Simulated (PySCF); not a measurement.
Ground-state electric properties of a mixed set of molecules.

All values: B3LYP/def2-SVPD (PySCF) at GFN2-xTB geometries, gas phase, one conformer each. Core orbitals are frozen in the response; Δα² is half the sum of the squared differences of the principal polarisabilities.

Task: Rank by polarisability anisotropy Δα, lowest first.
A. `[CH2:1]=[CH:2][CH2:3]/[N:4]=[CH:5]\[CH3:6]` with C1–C2–C3–N4 -140°, C2–C3–N4–C5 155°
B. ortho-tolunitrile (`Cc1ccccc1C#N`)
C. `[CH3:1][CH:2]([CH3:3])[S:4](=[O:5])(=[O:6])[Cl:7]` with C1–C2–S4–O5 175° (isopropylsulfonyl chloride)
D. `[CH3:1][CH2:2][CH2:3][S:4](=[O:5])(=[O:6])[Cl:7]` with C1–C2–C3–S4 76°, C2–C3–S4–O5 176° (1-propanesulfonyl chloride)
E. `[CH:1]#[C:2][CH2:3][n:4]1[cH:5][p:6][cH:7][c:8]1[CH3:9]` with C2–C3–N4–C5 102°
F. `[CH:1]#[C:2][P:3]([CH3:4])[n:5]1[cH:6][cH:7][cH:8][cH:9]1` with C2–P3–N5–C6 36°

Result: C (1.11 Å³), D (2.15 Å³), A (5.41 Å³), F (6.10 Å³), E (6.56 Å³), B (9.46 Å³).

Task: Rank by HOMO–LUMO gap, highest first.
A. `Cc1ccccc1C#N`
B. `C=CC/N=C\C`
C. `CCCS(=O)(=O)Cl`
D. `C#CP(C)n1cccc1`

Result: C (6.93 eV), B (6.34 eV), A (5.68 eV), D (5.38 eV).

All values together:

```tsv
SMILES	formula	μ (D)	HOMO (eV)	LUMO (eV)	α (Å³)	Δα (Å³)	electrons	α per electron (Å³)
CCCS(=O)(=O)Cl	C3H7ClO2S	4.29	-8.82	-1.89	11.53	2.15	74	0.156
C=CC/N=C\C	C5H9N	2.09	-6.79	-0.45	10.51	5.41	46	0.228
C#CP(C)n1cccc1	C7H8NP	1.68	-6.04	-0.66	16.36	6.10	72	0.227
Cc1ccccc1C#N	C8H7N	4.36	-7.41	-1.73	14.26	9.46	62	0.230
C#CCn1cpcc1C	C7H8NP	3.66	-5.91	-0.42	16.34	6.56	72	0.227
CC(C)S(=O)(=O)Cl	C3H7ClO2S	4.56	-8.75	-1.78	11.49	1.11	74	0.155
```

Conformers: `[CH3:1][CH2:2][CH2:3][S:4](=[O:5])(=[O:6])[Cl:7]` with C1–C2–C3–S4 76°, C2–C3–S4–O5 176°; `[CH2:1]=[CH:2][CH2:3]/[N:4]=[CH:5]\[CH3:6]` with C1–C2–C3–N4 -140°, C2–C3–N4–C5 155°; `[CH:1]#[C:2][P:3]([CH3:4])[n:5]1[cH:6][cH:7][cH:8][cH:9]1` with C2–P3–N5–C6 36°; `[CH:1]#[C:2][CH2:3][n:4]1[cH:5][p:6][cH:7][c:8]1[CH3:9]` with C2–C3–N4–C5 102°; `[CH3:1][CH:2]([CH3:3])[S:4](=[O:5])(=[O:6])[Cl:7]` with C1–C2–S4–O5 175°.

Task: How closely does the mean polarisability follow the number of electrons in this set?

Result: The correlation coefficient is 0.41; α per electron runs from 0.155 to 0.230 Å³.
